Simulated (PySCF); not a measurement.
C5H11Si, SMILES [CH2][Si](C)(C)C=C, multiplicity 2. Coordinates come from a ωB97X-D3(BJ)/def2-SVP optimisation. The isomer is the one that the SMILES or the coordinates give; other isomers of the formula were not compared. The values are those of a single conformer.

Give the equilibrium geometry at ωB97X-D3(BJ)/def2-SVP (PySCF confirms it by a frequency run) as bond lengths and angles. (The exact figures need the calculation; the answer reports its results.)

One answer among several that fit: 
Atoms: C1 Si2 C3 C4 C5 C6 H7 H8 H9 H10 H11 H12 H13 H14 H15 H16 H17. Bond lengths (Å): C1–Si2 1.862, C1–H7 1.097, C1–H8 1.097, Si2–C3 1.882, Si2–C4 1.884, Si2–C5 1.882, C3–H9 1.102, C3–H10 1.102, C3–H11 1.102, C4–H12 1.102, C4–H13 1.102, C4–H14 1.102, C5–C6 1.339, C5–H15 1.100, C6–H16 1.097, C6–H17 1.097. Bond angles (°): Si2–C1–H7 123.5, Si2–C1–H8 122.3, H7–C1–H8 114.2, C1–Si2–C3 108.9, C1–Si2–C4 110.2, C1–Si2–C5 109.0, C3–Si2–C4 110.5, C3–Si2–C5 109.4, C4–Si2–C5 108.9, Si2–C3–H9 111.0, Si2–C3–H10 110.9, Si2–C3–H11 111.0, H9–C3–H10 107.9, H9–C3–H11 107.9, H10–C3–H11 108.1, Si2–C4–H12 110.4, Si2–C4–H13 111.3, Si2–C4–H14 111.1, H12–C4–H13 107.8, H12–C4–H14 108.0, H13–C4–H14 108.2, Si2–C5–C6 124.3, Si2–C5–H15 118.2, C6–C5–H15 117.5, C5–C6–H16 122.3, C5–C6–H17 121.8, H16–C6–H17 115.8.
Charge 0, spin multiplicity 2.
